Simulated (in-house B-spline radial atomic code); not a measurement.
Configurations of V+, with energies counted from [Ar] 3d4. Method: scalar-relativistic (X2C) B3LYP, spin-polarised, spherical fractional occupations, Fermi nucleus of rms radius 3.6002 fm. Calculated with a radial B-spline atomic code at the basis-set limit. Shells without spins written out take the highest spin.

Caution: exact exchange at fractional occupations of open shells leaves self-interaction of up to several eV.

Occupations are held fixed; configurations that lie above the ionisation limit could autoionise.

| configuration | E - E(ref) (eV) | highest orbital | its <r> (bohr) |
| --- | --- | --- | --- |
| [Ar] 3d3 4s1 | 1.6216 | 4s up | 2.984 |
| [Ar] 3d(2 up, 2 down) | 5.1904 | 3d up | 1.584 |
| [Ar] 3d3 4d1 | 11.022 | 4d up | 5.985 |
| [Ar] 3d3 4f1 | 13.138 | 4f up | 9.021 |
| [Ne] 3s2 3p(2 up, 3 down) 3d(0 up, 5 down) | 34.3 | 3d down | 1.42 |
| [Ne] 3s2 3p5 3d4 4f1 | 49.406 | 4f up | 9.022 |
| [Ne] 3s2 3p(2 up, 3 down) 3d(3 up, 1 down) 4d(1 up, 0 down) | 55.658 | 4d up | 5.908 |

**Question.** Order these further configurations by energy, lowest first.
A. [Ne] 3s2 3p5 3d4 4s1
B. [Ne] 3s2 3p5 3d4 4d1
C. [Ar] 3d(3 up, 1 down)
D. [Ar] 3d3 4p1
E. [Ne] 3s2 3p5 3d4 4p1

**Answer.** C (3.8502 eV), D (6.2888 eV), A (37.712 eV), E (42.459 eV), B (47.232 eV).

**Question.** How far above the reference does [Ar] 3d(2 up, 1 down) 4p(1 up, 0 down) lie?

**Answer.** 9.3759 eV; its least bound orbital is 4p up with <r> = 3.717 bohr.

**Question.** How far above the reference does [Ne] 3s2 3p(2 up, 3 down) 3d(4 up, 0 down) 4p(0 up, 1 down) lie?

**Answer.** 47.659 eV; its least bound orbital is 4p down with <r> = 3.806 bohr.
